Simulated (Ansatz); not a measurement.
Cost and result for the atomization energy of AlGeH8NSi (12 atoms, 12 bonds).

Cartesian coordinates in Å:
```
N 0.410 0.363 1.197
Si -1.058 0.881 0.208
Ge -0.705 -0.774 -1.474
Al 1.457 -0.745 -0.184
H 0.156 -0.246 1.970
H 0.935 1.135 1.597
H -2.205 0.931 1.158
H -0.719 2.277 -0.176
H -0.943 -0.147 -2.858
H -1.756 -1.886 -1.284
H 1.888 -2.066 0.598
H 2.540 0.278 -0.752
```

Charge 0, multiplicity 1. Correlated methods include outer-core shells of Ge, which these sets cover unevenly. Scalar relativity is left out up to krypton. The bonds changed during the relaxation, so this is another structure than the one it started from. All single points use the PBE0-D4/def2-TZVP geometry. It is one conformer, not always the lowest. Program: Ansatz. All runs use 4 threads of an Arm Neoverse V2 on a shared host. Times are those of one run each, without the atoms' runs, and a repeat can differ threefold. Electronic energies, without spin–orbit coupling; frozen cores. CCSD(T)/CBS adds CCSD(T) − MP2 in def2-TZVPP to the MP2 limit, and its time is that of the two runs behind it. T1 = 0.012. With those shells the extrapolation isn't a true limit. B3LYP takes the VWN-RPA correlation (the form of Gaussian; ORCA's B3LYP/G). HSE06 is the plane-wave form, built on full-range PBE exchange.

CCSD(T)/CBS is a level of theory with its own doubt, some kJ/mol a heavy atom from the limit and from the frozen cores, so smaller differences don't rank the functionals.

```
                            level  functions  wall time
           LDA (SPW92)/def2-TZVPP        275      1.4 s
  PBE-D4/def2-TZVPP (with forces)        275      2.7 s
               PBE0-D4/def2-TZVPP        275      3.4 s
              HSE06-D4/def2-TZVPP        275      3.9 s
          CAM-B3LYP-D4/def2-TZVPP        275      4.1 s
B3LYP-D4/def2-TZVPP (with forces)        275      5.5 s
                 CCSD(T)/def2-SVP        122        6 s
              PBE-QIDH/def2-TZVPP        275      6.5 s
               ωB97X-V/def2-TZVPP        275      8.5 s
                B97M-V/def2-TZVPP        275      9.5 s
                   MP2/def2-QZVPP        526       26 s
               CCSD(T)/def2-TZVPP        275    2.9 min
                CCSD(T)/CBS(def2)          –    3.3 min
```

Problem. What atomization energy does each give, and how far from CCSD(T)/CBS? (Best estimate.)

Solution. Ansatz gave: 
```json
{"level": "LDA (SPW92)/def2-TZVPP", "atomization (kJ/mol)": "3885.6", "difference from CCSD(T)/CBS": "390.2", "per bond": "32.5"}
{"level": "PBE-D4/def2-TZVPP (with forces)", "atomization (kJ/mol)": "3456.1", "difference from CCSD(T)/CBS": "-39.3", "per bond": "-3.3"}
{"level": "PBE0-D4/def2-TZVPP", "atomization (kJ/mol)": "3436.9", "difference from CCSD(T)/CBS": "-58.5", "per bond": "-4.9"}
{"level": "HSE06-D4/def2-TZVPP", "atomization (kJ/mol)": "3437.3", "difference from CCSD(T)/CBS": "-58.1", "per bond": "-4.8"}
{"level": "CAM-B3LYP-D4/def2-TZVPP", "atomization (kJ/mol)": "3485.7", "difference from CCSD(T)/CBS": "-9.7", "per bond": "-0.8"}
{"level": "B3LYP-D4/def2-TZVPP (with forces)", "atomization (kJ/mol)": "3470.4", "difference from CCSD(T)/CBS": "-25.0", "per bond": "-2.1"}
{"level": "CCSD(T)/def2-SVP", "atomization (kJ/mol)": "3243.9", "difference from CCSD(T)/CBS": "-251.5", "per bond": "-21.0"}
{"level": "PBE-QIDH/def2-TZVPP", "atomization (kJ/mol)": "3429.7", "difference from CCSD(T)/CBS": "-65.7", "per bond": "-5.5"}
{"level": "ωB97X-V/def2-TZVPP", "atomization (kJ/mol)": "3511.6", "difference from CCSD(T)/CBS": "16.2", "per bond": "1.3"}
{"level": "B97M-V/def2-TZVPP", "atomization (kJ/mol)": "3523.6", "difference from CCSD(T)/CBS": "28.2", "per bond": "2.3"}
{"level": "MP2/def2-QZVPP", "atomization (kJ/mol)": "3430.3", "difference from CCSD(T)/CBS": "-65.1", "per bond": "-5.4"}
{"level": "CCSD(T)/def2-TZVPP", "atomization (kJ/mol)": "3403.5", "difference from CCSD(T)/CBS": "-91.9", "per bond": "-7.7"}
{"level": "CCSD(T)/CBS(def2)", "atomization (kJ/mol)": "3495.4", "difference from CCSD(T)/CBS": "0.0", "per bond": "0.0"}
```

Leaving LDA and LC-ωPBE aside and taking each functional with its dispersion term where it has one, the values, not all of them listed here, spread over 127.6 kJ/mol, from revPBE-D4 to B97M-V. LDA lies +459.2 kJ/mol from PBE without D4, its usual overbinding. From PBE to PBE0 (25 % exact exchange), in def2-TZVPP and without D4, the atomization energy moves by −14.9 kJ/mol: exact exchange takes away binding that semilocal exchange gives to molecules. The D4 term adds +48.4 kJ/mol with B3LYP and +25.4 kJ/mol with PBE0; it sums over pairs of atoms, weighted by their polarisabilities, and B3LYP, whose exchange is more repulsive, gets the larger term.

For some Ge, Se and Sn compounds the MP2-based and the directly extrapolated limit differ by 10 to 25 kJ/mol.
